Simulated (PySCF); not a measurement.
# Working with the constants of ZnTe

RHF-CCSD(T) constants of ZnTe, ¹Σ⁺ (singlet), closed shell (basis Zn def2-SVP, Te def2-SVP with ECP28; scalar-relativistic core potentials; PySCF 2.14; masses 63.9291 and 129.9062 u):

```
ωe              : 254.0 cm⁻¹
ωexe            : 0.967 cm⁻¹
Be              : 0.067923 cm⁻¹
αe              : 0.000297 cm⁻¹
D (centrifugal) : 1.94e-08 cm⁻¹
De to Zn + Te   : 0.492 eV
```

Problem. Give the band origin of the fundamental and the first lines of its P and R branches.

Solution. ν0 = ωe − 2ωexe = 252.1 cm⁻¹, B0 = 0.067775, B1 = 0.067477 cm⁻¹.

| J″ | P(J″) − ν0 | R(J″) − ν0 |
| --- | --- | --- |
| 0 |  | 0.135 |
| 1 | -0.136 | 0.269 |
| 2 | -0.272 | 0.403 |
| 3 | -0.408 | 0.536 |
| 4 | -0.546 | 0.669 |
| 5 | -0.684 | 0.801 |
| 6 | -0.822 | 0.932 |

Problem. Near which J would the R branch turn back, without centrifugal distortion?

Solution. At J ≈ (B0 + B1)/(2(B0 − B1)) − 1 ≈ 230.

Correlated steps freeze 9 core orbitals. Correlated levels converge slowly with the basis: in double zeta they bind strong bonds too weakly, by up to about 1 eV, and carry superposition errors of some tenths. Spin–orbit coupling is left out, which matters for elements this heavy, above all for dissociation energies. Where the molecule has an RHF reference, its open-shell atoms are computed with UHF.
